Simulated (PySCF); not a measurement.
**Sulfur: a sound run and one with changed settings**

Sound run: S⁺ [Ne] 3s2 3p3, S²⁺ [Ne] 3s2 3p2. All numbers are calculated (PySCF 2.14, the non-relativistic Hamiltonian (point nucleus), in def2-TZVP (5s5p2d1f, 37 functions)). In the sound run the correlated levels freeze [Ne]. The sound run starts from symmetry-adapted Hartree-Fock orbitals and uses a fine grid where one is needed.

A second run was set up differently.

| species | method | sound run (hartree) | changed run (hartree) | converged |
| --- | --- | --- | --- | --- |
| S⁺ | UHF | -397.16268 | -397.16268 | yes |
| S⁺ | r2SCAN | -397.70250 | -397.70250 | yes |
| S⁺ | B3LYP | -397.74484 | -397.74484 | yes |
| S⁺ | MP2 | -397.25032 | -397.24344 | yes |
| S⁺ | CCSD(T) | -397.27393 | -397.27393 | yes |
| S²⁺ | UHF | -396.32774 | -396.32774 | yes |
| S²⁺ | r2SCAN | -396.83792 | -396.83792 | yes |
| S²⁺ | B3LYP | -396.89029 | -396.89029 | yes |
| S²⁺ | MP2 | -396.39321 | -396.38812 | yes |
| S²⁺ | CCSD(T) | -396.41784 | -396.41784 | yes |

Ionisation energy of S⁺:

| method | sound run (eV) | changed run (eV) |
| --- | --- | --- |
| UHF | 22.720 | 22.720 |
| r2SCAN | 23.526 | 23.526 |
| B3LYP | 23.253 | 23.253 |
| MP2 | 23.323 | 23.275 |
| SCS-MP2 | 23.140 | 23.105 |
| CCSD | 23.258 | 23.258 |
| CCSD(T) | 23.295 | 23.295 |

Question: What was changed?
A. level shift left on
B. a valence shell is frozen
C. minimal basis
D. radial grid too coarse

Answer: A. It used initial guess sap, at most 50 SCF cycles, level shift 0.1 hartree. A level shift leaves the converged SCF energy unchanged but raises the virtual orbital energies, which shrinks MP2 if it is not removed.
